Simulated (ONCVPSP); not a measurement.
## u(r) = r·R(r): atom against pseudo-atom (boron)

Columns: radius, all-electron u(r) and pseudo u(r) of the 2s shell (level -9.44 eV) of boron in the configuration [He] 2s2 2p1; PBE, scalar-relativistic, ONCV scheme, ONCVPSP 4.0.1.

```tsv
r (bohr)	all-electron	pseudo
0.143	-0.3022	0.0651
0.285	-0.2339	0.1334
0.428	-0.0472	0.2117
0.570	0.1548	0.3006
0.713	0.3353	0.3957
0.855	0.4797	0.4888
0.998	0.5896	0.5777
1.140	0.6650	0.6542
1.283	0.7114	0.7079
1.425	0.7331	0.7329
1.568	0.7356	0.7356
1.710	0.7235	0.7235
1.853	0.7004	0.7004
1.995	0.6699	0.6698
2.138	0.6341	0.6341
2.280	0.5957	0.5957
2.423	0.5556	0.5556
2.565	0.5155	0.5155
2.708	0.4759	0.4759
2.850	0.4378	0.4378
2.992	0.4014	0.4014
3.135	0.3667	0.3667
3.278	0.3342	0.3342
3.420	0.3042	0.3042
3.563	0.2761	0.2761
3.705	0.2504	0.2504
```

Problem. How many radial nodes do the two functions have?

Solution. The all-electron 2s function has n − l − 1 = 1; the pseudo-wave has 0, since the states of the same l below it are removed with the core.

Problem. At about which radius was the pseudo-wave matched?

Solution. 1.55 bohr, where the columns begin to agree (steps of 0.14 bohr).

Problem. Is the pseudo-wave norm-conserving?

Solution. Yes: the ONCV scheme keeps the norm inside the radius equal to the all-electron one, which fixes the energy derivative of the logarithmic derivative at the level.
